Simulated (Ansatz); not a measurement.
Molecule: sum formula AlH$_{2}$Cl (charge 0, singlet). SMILES: [AlH2][Cl]
Geometry: optimised at B3LYP-D3(BJ)/def2-TZVP (Ansatz, a program for electronic structure).

Property: atomisation energy (electronic, to ground-state atoms), in kJ/mol. Correlated levels leave the core frozen unless marked. Open shells are spin-unrestricted. Spin-orbit coupling is left out. Non-relativistic. The coupled-cluster limit lacks core correlation, which all-electron functionals hold. Basis-set limits of correlation are two-point, X^-3; Hartree-Fock from the larger set (for Q and 5 zeta extrapolated as (X+1)exp(-9√X)).

| level | program | atomisation energy (kJ/mol) |
|---|---|---|
| PBE0/6-31G* | Ansatz | (withheld) |
| PBE0-D4/def2-TZVP | Ansatz + dftd4 | (withheld) |
| r2SCANh/def2-TZVPD | Ansatz | 1033.0 |
| B2PLYP/def2-TZVPD | Ansatz | 1013.4 |
| CCSD(T)/CBS(cc-pV(Q+d)Z,cc-pV(5+d)Z) | Ansatz | 1043.0 |

Task: Complete the blanks.

Result: 
- PBE0/6-31G*, atomisation energy (kJ/mol): 993.2
- PBE0-D4/def2-TZVP, atomisation energy (kJ/mol): 1011.4
